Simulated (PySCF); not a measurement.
O2Se, SMILES O=[Se]=O. Coordinates come from a PBE0-D3(BJ)/def2-TZVP optimisation.

Problem. Give the equilibrium geometry at PBE0-D3(BJ)/def2-TZVP (PySCF confirms it by a frequency run) as a Z-matrix, and its point group. (The exact figures need the calculation; the answer reports its results.)

Solution. point group C2v.
```
Se
O 1 1.5991
O 1 1.5991 2 113.79
```
